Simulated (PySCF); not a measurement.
Br₂Zn, charge +1, doublet (typed; the unrestricted solution is spin-contaminated), at a GFN2-xTB geometry (such geometries of metal compounds can be far from the true shape) (a state made from the parent by changing its charge; the spin is typed, not shown lowest); CAMB3LYP/STO-3G run with PySCF.

PySCF was given this input:
```python
from pyscf import gto, scf, dft

mol = gto.M(
    atom='''
Zn    0.000000    0.000000    0.000000
Br   -0.000000   -0.000000   -2.376887
Br    0.000000    0.000000    2.376887
''',
    basis='sto-3g',
    charge=1,
    spin=1,
    verbose=4,
)

mf = dft.UKS(mol)
mf.xc = 'camb3lyp'
mf.grids.atom_grid = (99, 590)
mf.grids.prune = None
mf.kernel()
```

Q: Write the output that PySCF gives for this input, abridged.

A: 
```
PySCF version 2.14.0

[INPUT] verbose = 4
[INPUT] num. atoms = 3
[INPUT] num. electrons = 99
[INPUT] charge = 1
[INPUT] spin (= nelec alpha-beta = 2S) = 1
[INPUT] symmetry False subgroup None
[INPUT] Mole.unit = angstrom
[INPUT] Symbol           X                Y                Z      unit          X                Y                Z       unit  Magmom
[INPUT]  1 Zn     0.000000000000   0.000000000000   0.000000000000 AA    0.000000000000   0.000000000000   0.000000000000 Bohr   0.0
[INPUT]  2 Br     0.000000000000   0.000000000000  -2.376887000000 AA    0.000000000000   0.000000000000  -4.491665459039 Bohr   0.0
[INPUT]  3 Br     0.000000000000   0.000000000000   2.376887000000 AA    0.000000000000   0.000000000000   4.491665459039 Bohr   0.0

nuclear repulsion = 603.896266259397
number of shells = 24
number of NR pGTOs = 162
number of NR cGTOs = 54
basis = sto-3g
ecp = {}

******** <class 'pyscf.dft.uks.UKS'> ********
method = UKS
initial guess = minao
damping factor = 0
level_shift factor = 0
DIIS = <class 'pyscf.scf.diis.CDIIS'>
diis_start_cycle = 1
diis_space = 8
diis_damp = 0
SCF conv_tol = 1e-09
SCF conv_tol_grad = None
SCF max_cycles = 50
direct_scf = True
direct_scf_tol = 1e-13
number electrons alpha = 50  beta = 49
XC library pyscf.dft.libxc version 7.1.2
    S. Lehtola, C. Steigemann, M. J. T. Oliveira, and M. A. L. Marques,  SoftwareX 7, 1–5 (2018)
XC functionals = camb3lyp
    T. Yanai, D. P. Tew, and N. C. Handy,  Chem. Phys. Lett. 393, 51 (2004)
radial grids:
    Treutler-Ahlrichs [JCP 102, 346 (1995); DOI:10.1063/1.469408] (M4) radial grids

becke partition: Becke, JCP 88, 2547 (1988); DOI:10.1063/1.454033
pruning grids: None
grids dens level: 3
symmetrized grids: False
atomic radii adjust function: <function treutler_atomic_radii_adjust>
User specified grid scheme (99, 590)
small_rho_cutoff = 0
Set gradient conv threshold to 3.16228e-05
tot grids = 175232
init E= -6841.6097632456

cycle= 1 E= -6839.62928872397  delta_E= 1.98  |g|= 1.81  |ddm|= 3.82

cycle= 2 E= -6842.47819812005  delta_E= -2.85  |g|=  1.3  |ddm|= 4.98
cycle= 3 E= -6850.12865932064  delta_E= -7.65  |g|= 0.547  |ddm|= 5.21
cycle= 4 E= -6849.85330580994  delta_E= 0.275  |g|= 0.888  |ddm|= 2.06
cycle= 5 E= -6840.36856879279  delta_E= 9.48  |g|= 2.19  |ddm|= 3.25
cycle= 6 E= -6848.42749326592  delta_E= -8.06  |g|= 1.29  |ddm|= 2.81
cycle= 7 E= -6846.47520199246  delta_E= 1.95  |g|= 1.64  |ddm|= 2.81
cycle= 8 E= -6843.7774723643  delta_E=  2.7  |g|= 1.97  |ddm|= 1.63
cycle= 9 E= -6840.26538375006  delta_E= 3.51  |g|= 2.08  |ddm|= 1.62
cycle= 10 E= -6840.11614577422  delta_E= 0.149  |g|=    2  |ddm|= 0.0828
cycle= 11 E= -6850.24409142274  delta_E= -10.1  |g|= 0.698  |ddm|= 3.45
cycle= 12 E= -6850.07556593709  delta_E= 0.169  |g|= 0.805  |ddm|= 0.588
cycle= 13 E= -6850.66781358809  delta_E= -0.592  |g|= 0.188  |ddm|= 1.24
cycle= 14 E= -6850.6939723451  delta_E= -0.0262  |g|= 0.14  |ddm|= 0.683
cycle= 15 E= -6850.70719852887  delta_E= -0.0132  |g|= 0.0592  |ddm|= 0.162
cycle= 16 E= -6850.71135514185  delta_E= -0.00416  |g|= 0.022  |ddm|= 0.191
cycle= 17 E= -6850.71261651527  delta_E= -0.00126  |g|= 0.015  |ddm|= 0.0966
cycle= 18 E= -6850.71427679414  delta_E= -0.00166  |g|= 0.0168  |ddm|= 0.191
cycle= 19 E= -6850.71512112425  delta_E= -0.000844  |g|= 0.00344  |ddm|= 0.13
cycle= 20 E= -6850.71520198476  delta_E= -8.09e-05  |g|= 0.00367  |ddm|= 0.0832
cycle= 21 E= -6850.71516122773  delta_E= 4.08e-05  |g|= 0.00501  |ddm|= 0.0699
cycle= 22 E= -6850.71523331263  delta_E= -7.21e-05  |g|= 0.000617  |ddm|= 0.0436
cycle= 23 E= -6850.71523459994  delta_E= -1.29e-06  |g|= 0.000271  |ddm|= 0.00403
cycle= 24 E= -6850.71523499906  delta_E= -3.99e-07  |g|= 8.64e-05  |ddm|= 0.00482
cycle= 25 E= -6850.71523501771  delta_E= -1.87e-08  |g|= 3.49e-05  |ddm|= 0.00106
cycle= 26 E= -6850.71523502008  delta_E= -2.36e-09  |g|= 1.42e-06  |ddm|= 0.000247
cycle= 27 E= -6850.71523502008  delta_E= -4.55e-12  |g|= 5.48e-07  |ddm|= 8.93e-06
Extra cycle  E= -6850.71523502009  delta_E= -5.46e-12  |g|= 3.8e-07  |ddm|= 2.55e-06
converged SCF energy = -6850.71523502009  <S^2> = 1.053631  2S+1 = 2.2835332
```
